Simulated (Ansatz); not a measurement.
`[NH2][GeH2][F]` + H₂O → `[NH2][GeH2][OH]` + H–F at 298.15 K and 1 bar (formal hydrolysis of a Ge–F bond).

Isolated molecules relaxed with PBE0-D4/def2-TZVP in Ansatz; ΔE leaves out vibrations. CCSD(T)/CBS is the MP2 limit (def2-TZVPP, def2-QZVPP) plus CCSD(T) − MP2 in def2-TZVPP, frozen cores. This one scheme is used for every species. For Ge outer-core shells are correlated without core-valence functions, which leaves a few kJ/mol of doubt a bond. Scalar relativity is left out up to krypton. One conformer a species, not always the lowest.

```
          species  CCSD(T)/CBS energy (Eh)  H − E (kJ/mol)  S (J/(mol·K))
 `[NH2][GeH2][F]`              -2233.06137           131.2          294.8
              H₂O                -76.37941            66.4          188.7
`[NH2][GeH2][OH]`              -2209.02804           161.8          310.1
              H–F               -100.39570            33.5          173.6
```

H − E and S are ideal-gas, rigid-rotor, harmonic terms from PBE0-D4/def2-TZVP, for one conformer and one mirror image of each species. 1 Eh = 2625.50 kJ/mol, R = 8.31446 J/(mol·K).

By hand: ΔE, ΔH, ΔS and ΔG.

ΔE = (-2209.02804) + (-100.39570) − (-2233.06137) − (-76.37941) = 0.01704 Eh = 44.7 kJ/mol. Δ(H − E) = 161.8 + 33.5 − 131.2 − 66.4 = -2.3, so ΔH = 42.4 kJ/mol. ΔS = 310.1 + 173.6 − 294.8 − 188.7 = 0.2 J/(mol·K). ΔG = 42.4 − 298.15 × (0.2)/1000 = 42.3 kJ/mol.

By hand: the equilibrium constant, and the temperature at which ΔG would vanish if ΔH and ΔS stayed fixed.

log₁₀ K = −ΔG/(RT ln 10) = -7.4. ΔG = 0 at ΔH/ΔS = 212000 K, far beyond where these terms or the molecules hold.

The number of gas molecules stays the same, so ΔS is small and ΔH decides. A doubt of 5 kJ/mol in ΔE shifts log₁₀ K by 0.9 here. Other conformers and mirror images would add mixing entropy, several J/(mol·K) or more a flexible species. These are equilibria of isolated gas molecules and say nothing of rates. Largest T1 diagnostic: 0.011 (customary marks: 0.02 for closed shells, 0.045 for open ones).
